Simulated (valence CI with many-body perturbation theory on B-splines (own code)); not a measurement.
# Sm XLVIII: electric-dipole lines

Calculated by configuration interaction combined with many-body perturbation theory (CI+MBPT): five valence electrons over a frozen Dirac-Fock core [Ne], a basis of 11 s, 11 p, 10 d, 8 f, 5 g, 2 h functions for each j, with the one-electron correlation potential Σ1 (screened to all orders), the two-electron term Σ2, the three-electron term Σ3, Breit, model QED; selected single and double excitations, second order for the rest, scaled by the run's own slope (own B-spline code, finite nucleus).

The last digits are not significant, and no measured levels were compared; by estimate large intervals hold to a few tenths of a per cent, small ones and those within an open d or f shell to about a per cent. Among the levels kept, up to 3200 cm⁻¹ of a level comes from second order outside the variational space, and about a tenth of that is noise between levels of different J, which matters for small intervals.

Lines 101 to 150 of 555 in falling wavelength, among levels below 57.695 Ry, chosen from the strongest by gf and those to the six lowest levels. Wavelengths and rates use the calculated energies. Electric multipoles are in the length gauge, E1 and E2 with the static RPA response of the core. Weak lines are less certain than strong ones. Lines between different terms over intervals too small for the method are left out, as are lines whose strength nearly cancels. The highest levels of a list are the least certain.

Levels are named by their leading jj configuration (3d3/2^4 stands for four electrons in 3d with j = 3/2), which in mixed levels can hold well under half, so a name can repeat and another be missing. Letters in brackets count levels of one name in rising energy.

```csv
λ vac (nm),Upper,Lower,A (s⁻¹),S (a.u.)
5.613,(3s^2 3p3/2 3d3/2 3d5/2) J=5/2 [a],(3s^2 3p3/2^2 3d3/2) J=3/2 [a],3.03e+10,1.59e-02
5.609,(3s^2 3p1/2 3p3/2 3d3/2) J=1/2 [b],(3s^2 3p1/2 3p3/2^2) J=3/2,3.16e+09,5.51e-04
5.592,(3s^2 3p1/2 3d5/2^2) J=5/2,(3s^2 3p1/2 3p3/2 3d5/2) J=7/2 [b],2.47e+10,1.28e-02
5.577,(3s 3p1/2^2 3d5/2^2) J=3/2,(3s 3p1/2^2 3p3/2 3d5/2) J=1/2,5.53e+10,1.89e-02
5.569,(3s 3p1/2^2 3d5/2^2) J=7/2,(3s 3p1/2^2 3p3/2 3d5/2) J=7/2 [b],3.05e+10,2.08e-02
5.568,(3s^2 3p3/2 3d5/2^2) J=5/2 [a],(3s^2 3p3/2^2 3d3/2) J=3/2 [b],1.99e+10,1.02e-02
5.557,(3s^2 3p1/2 3p3/2 3d5/2) J=3/2 [a],(3s^2 3p1/2 3p3/2^2) J=3/2,4.03e+10,1.37e-02
5.555,(3s^2 3p3/2 3d3/2 3d5/2) J=7/2 [b],(3s^2 3p3/2^2 3d3/2) J=7/2,3.09e+10,2.09e-02
5.548,(3s^2 3p1/2 3d3/2 3d5/2) J=5/2 [b],(3s^2 3p1/2 3p3/2 3d3/2) J=3/2 [b],5.70e+10,2.88e-02
5.542,(3s 3p1/2^2 3d5/2^2) J=9/2,(3s 3p1/2^2 3p3/2 3d5/2) J=7/2 [a],9.78e+10,8.22e-02
5.537,(3s 3p1/2 3p3/2^2 3d5/2) J=5/2 [a],(3s 3p1/2 3p3/2^3) J=3/2 [a],2.09e+10,1.05e-02
5.508,(3s^2 3p3/2 3d5/2^2) J=7/2 [b],(3s^2 3p3/2^2 3d5/2) J=5/2 [b],2.38e+11,1.57e-01
5.494,(3s 3p1/2^2 3p3/2 3d5/2) J=5/2 [a],(3s 3p1/2^2 3p3/2^2) J=5/2,5.60e+10,2.75e-02
5.491,(3s^2 3p3/2 3d5/2^2) J=5/2 [b],(3s^2 3p3/2^2 3d5/2) J=5/2 [b],2.98e+10,1.46e-02
5.488,(3s^2 3p1/2^2 3d5/2) J=5/2,(3s^2 3p1/2^2 3p3/2) J=3/2,7.52e+10,3.68e-02
5.469,(3s 3p1/2^2 3d3/2 3d5/2) J=5/2 [b],(3s 3p1/2^2 3p3/2 3d3/2) J=3/2 [b],4.70e+10,2.28e-02
5.461,(3s^2 3p3/2 3d5/2^2) J=5/2 [a],(3s^2 3p3/2^2 3d5/2) J=7/2,2.46e+10,1.19e-02
5.455,(3s^2 3p1/2 3p3/2 3d5/2) J=5/2 [a],(3s^2 3p1/2 3p3/2^2) J=3/2,1.18e+10,5.65e-03
5.440,(3s 3p1/2 3p3/2^2 3d3/2) J=9/2,(3s^2 3p1/2 3p3/2 3d5/2) J=7/2 [b],2.61e+10,2.08e-02
5.426,(3s 3p1/2^2 3p3/2 3d3/2) J=3/2 [a],(3s^2 3p1/2^2 3d5/2) J=5/2,4.44e+08,1.40e-04
5.419,(3s^2 3p1/2 3d3/2 3d5/2) J=7/2 [b],(3s^2 3p1/2 3p3/2 3d3/2) J=5/2 [b],7.30e+10,4.59e-02
5.414,(3s^2 3p1/2 3d3/2 3d5/2) J=7/2 [a],(3s^2 3p1/2 3p3/2 3d3/2) J=5/2 [a],7.52e+10,4.71e-02
5.407,(3s 3p1/2^2 3p3/2 3d5/2) J=1/2,(3s 3p1/2^2 3p3/2^2) J=1/2,1.35e+11,2.11e-02
5.401,(3s^2 3p1/2 3d3/2 3d5/2) J=5/2 [a],(3s^2 3p1/2 3p3/2 3d3/2) J=3/2 [a],5.14e+10,2.40e-02
5.398,(3s 3p1/2^2 3d3/2 3d5/2) J=3/2 [b],(3s 3p1/2^2 3p3/2 3d3/2) J=3/2 [b],4.17e+10,1.29e-02
5.394,(3s^2 3p1/2 3d3/2 3d5/2) J=3/2 [b],(3s^2 3p1/2 3p3/2 3d3/2) J=1/2 [b],5.65e+10,1.75e-02
5.388,(3s^2 3p3/2 3d5/2^2) J=11/2,(3s^2 3p3/2^2 3d5/2) J=9/2,1.29e+11,1.19e-01
5.381,(3s^2 3p3/2 3d5/2^2) J=5/2 [b],(3s^2 3p3/2^2 3d5/2) J=3/2,1.00e+11,4.63e-02
5.375,(3s 3p1/2^2 3d3/2 3d5/2) J=7/2 [a],(3s 3p1/2^2 3p3/2 3d3/2) J=5/2 [a],7.66e+10,4.69e-02
5.375,(3s^2 3p1/2 3d3/2 3d5/2) J=9/2,(3s^2 3p1/2 3p3/2 3d3/2) J=7/2,1.01e+11,7.73e-02
5.372,(3s 3p1/2 3p3/2^2 3d5/2) J=3/2 [b],(3s 3p1/2 3p3/2^3) J=5/2,3.49e+10,1.07e-02
5.370,(3s 3p1/2 3p3/2^2 3d5/2) J=1/2 [c],(3s 3p1/2 3p3/2^3) J=3/2 [b],7.93e+10,1.21e-02
5.367,(3s 3p1/2^2 3d5/2^2) J=1/2,(3s 3p1/2^2 3p3/2 3d5/2) J=3/2 [b],9.40e+10,1.43e-02
5.362,(3s^2 3p1/2 3p3/2 3d5/2) J=3/2 [b],(3s^2 3p1/2 3p3/2^2) J=1/2,1.08e+11,3.28e-02
5.356,(3s^2 3p1/2 3d3/2 3d5/2) J=5/2 [a],(3s^2 3p1/2 3p3/2 3d3/2) J=5/2 [a],4.15e+10,1.89e-02
5.347,(3s^2 3p3/2 3d3/2 3d5/2) J=3/2 [b],(3s^2 3p3/2^2 3d3/2) J=3/2 [b],1.26e+11,3.82e-02
5.345,(3s 3p1/2 3p3/2^2 3d5/2) J=5/2 [d],(3s 3p1/2 3p3/2^3) J=5/2,3.34e+10,1.51e-02
5.335,(3s^2 3p1/2 3d5/2^2) J=9/2,(3s^2 3p1/2 3p3/2 3d5/2) J=9/2,2.64e+10,1.98e-02
5.333,(3s 3p1/2 3p3/2^2 3d5/2) J=1/2 [c],(3s 3p1/2 3p3/2^3) J=1/2,1.07e+11,1.59e-02
5.332,(3s 3p1/2^2 3d5/2^2) J=5/2,(3s 3p1/2^2 3p3/2 3d5/2) J=7/2 [a],2.90e+10,1.30e-02
5.323,(3s 3p1/2^2 3d5/2^2) J=5/2,(3s 3p1/2^2 3p3/2 3d5/2) J=3/2 [a],2.30e+10,1.03e-02
5.318,(3s 3p1/2 3p3/2^2 3d5/2) J=3/2 [d],(3s 3p1/2 3p3/2^3) J=3/2 [b],1.29e+11,3.84e-02
5.309,(3s^2 3p1/2 3d3/2 3d5/2) J=1/2,(3s^2 3p1/2 3p3/2 3d3/2) J=1/2 [a],6.86e+10,1.01e-02
5.305,(3s^2 3p1/2 3p3/2 3d5/2) J=1/2,(3s^2 3p1/2 3p3/2^2) J=1/2,1.65e+11,2.43e-02
5.304,(3s 3p1/2^2 3p3/2 3d3/2) J=7/2,(3s^2 3p1/2^2 3d5/2) J=5/2,4.99e+09,2.94e-03
5.301,(3s 3p1/2^2 3p3/2 3d5/2) J=7/2 [a],(3s 3p1/2^2 3p3/2^2) J=5/2,1.22e+11,7.17e-02
5.299,(3s 3p1/2^2 3p3/2 3d5/2) J=5/2 [b],(3s 3p1/2^2 3p3/2^2) J=3/2,2.02e+11,8.90e-02
5.294,(3s^2 3p3/2 3d3/2 3d5/2) J=1/2 [b],(3s^2 3p3/2^2 3d5/2) J=1/2,1.01e+11,1.48e-02
5.293,(3s 3p1/2^2 3d3/2 3d5/2) J=5/2 [a],(3s 3p1/2^2 3p3/2 3d3/2) J=3/2 [a],8.19e+10,3.60e-02
5.292,(3s^2 3p1/2 3d3/2 3d5/2) J=3/2 [a],(3s^2 3p1/2 3p3/2 3d3/2) J=3/2 [a],5.05e+10,1.48e-02
```
